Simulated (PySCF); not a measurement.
F₂Sn, SMILES [F][Sn][F] (connectivity only; charge and spin as stated), charge +1, multiplicity 2.

Geometry: B3LYP-D3(BJ)/def2-TZVP. A frequency run showed that this geometry is not a minimum. The spin state was assumed, not searched. The isomer is the one that the SMILES or the coordinates give; other isomers of the formula were not compared. The def2 effective core potentials stand for the cores of Sn; spin–orbit coupling is left out.

Computed with PySCF with PBE0/def2-TZVPD.

The molecule is in vacuum.

total energy: -413.56837 hartree
point group: D∞h
α spin, highest occupied and lowest empty level: -15.44 and -9.74 eV
β spin, highest occupied and lowest empty level: -17.97 and -12.09 eV
dipole moment about the centre of nuclear charge: 0.00 D
mean static polarisability: 34.3 bohr³ (5.08 Å³)
polarisability, principal values: 26.3, 26.3, 50.2 bohr³
⟨S²⟩: 0.758 (pure state 0.75)
